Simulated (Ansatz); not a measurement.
A structure relaxed at PBE0-D4/def2-TZVP, charge 0, multiplicity 1:

```json
{"atom": "S1", "x (Å)": "-1.3237", "y (Å)": "-1.3028", "z (Å)": "0.2158"}
{"atom": "C2", "x (Å)": "0.1706", "y (Å)": "-0.3171", "z (Å)": "0.3348"}
{"atom": "Te3", "x (Å)": "0.5093", "y (Å)": "0.8001", "z (Å)": "-1.4786"}
{"atom": "H4", "x (Å)": "-2.1833", "y (Å)": "-0.2774", "z (Å)": "0.0969"}
{"atom": "H5", "x (Å)": "0.1361", "y (Å)": "0.3687", "z (Å)": "1.1775"}
{"atom": "H6", "x (Å)": "0.9885", "y (Å)": "-1.0219", "z (Å)": "0.4701"}
{"atom": "H7", "x (Å)": "1.7024", "y (Å)": "1.7504", "z (Å)": "-0.8165"}
```

Question: Give its formula and SMILES.

Answer: CH4STe, `SC[TeH]`.

Question: Summarise the bond lengths by kind.

Answer: 1 × C–S 1.794 Å; 1 × H–S 1.343 Å; 1 × C–Te 2.157 Å; 2 × C–H 1.087 to 1.088 Å; 1 × H–Te 1.663 Å.

Computed with Ansatz.
